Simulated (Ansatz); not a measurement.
`[SiH3][O][In]([SH])[O][SiH3]` + HCl → `[SiH3][O][In]([SH])[Cl]` + `O[SiH3]`  (ligand exchange at the In–O bond)

Computed with Ansatz on PBE0-D4/def2-TZVP structures; ΔE is electronic, products minus reactants. CBS: MP2 limit from def2 TZ/QZ plus the TZ coupled-cluster correction, frozen cores. This one scheme is used for every species. Functionals use def2-TZVPP. def2 core potentials past Kr. For In outer-core shells are correlated without core-valence functions, which leaves a few kJ/mol of doubt a bond. Each species was taken in one conformer, which may not be the lowest.

CCSD(T)/CBS gives -66.0 kJ/mol.

(1) Another level gave -73.3 kJ/mol. Which?
A. PBE0/def2-TZVPP
B. ωB97M-V/def2-TZVPP
C. HF/def2-TZVPP
D. CCSD(T)/def2-TZVPP

Largest T1 diagnostic among the species: 0.015.

Results:

(1) B. ωB97M-V -73.3, PBE0 -81.3, CCSD(T)/def2-TZVPP -64.9, HF/def2-TZVPP -86.0 kJ/mol.

From PBE to PBE0 (25 % exact exchange), in def2-TZVPP and without D4, ΔE moves by −3.6 kJ/mol. In def2-TZVPP, CCSD(T) changes the Hartree–Fock value by +21.1 kJ/mol (the triples alone add +2.5 kJ/mol) and MP2 by +18.7 kJ/mol. The D4 term adds +7.9 kJ/mol with B3LYP and +4.8 kJ/mol with PBE0; it sums over pairs of atoms, weighted by their polarisabilities, and B3LYP, whose exchange is more repulsive, gets the larger term.

B3LYP here is the variant with VWN-RPA as its local correlation; programs differ in this.
